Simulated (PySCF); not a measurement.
PySCF 2.14 output of an unrestricted LDA calculation on a single atom or ion in aug-cc-pwCVTZ-PP with ECP60MDF (8s8p7d4f3g, 122 functions), with scalar relativity through the core potential:

```
SCF conv_tol = 1e-09
number electrons alpha = 9  beta = 4
    P. A. M. Dirac.,  Math. Proc. Cambridge Philos. Soc. 26, 376 (1930)
    F. Bloch.,  Z. Phys. 57, 545 (1929)
    S. H. Vosko, L. Wilk, and M. Nusair.,  Can. J. Phys. 58, 1200 (1980)
cycle= 1 E= -66.6400346131589  delta_E= -0.00836  |g|= 0.0291  |ddm|= 0.381
cycle= 2 E= -66.6402059883672  delta_E= -0.000171  |g|= 0.019  |ddm|= 0.0906
cycle= 3 E= -66.6403483544945  delta_E= -0.000142  |g|= 0.00156  |ddm|= 0.021
cycle= 4 E= -66.6403491479018  delta_E= -7.93e-07  |g|= 8.9e-05  |ddm|= 0.00293
cycle= 5 E= -66.6403491504186  delta_E= -2.52e-09  |g|= 8.79e-06  |ddm|= 0.000375
cycle= 6 E= -66.6403491504629  delta_E= -4.44e-11  |g|= 3.85e-07  |ddm|= 2.38e-05
converged SCF energy = -66.6403491504629  <S^2> = 8.750338  2S+1 = 6.0001127
```

The run itself started from symmetry-adapted Hartree-Fock orbitals and held the occupation by maximum overlap, on a logarithmic radial grid, so the iterations belong to that start.

Question: Which element, charge and spin multiplicity is this?

Answer: W+ (tungsten, charge +1), multiplicity 6; the state was [Xe] 4f14 5d4 6p1, one real determinant (an excited configuration).

⟨L²⟩ = 8.00 against 12 for a pure F term, so this real determinant mixes terms. Energies and moments cover only the electrons outside the core potential. Spin-orbit coupling, absent here, splits the open shell strongly.
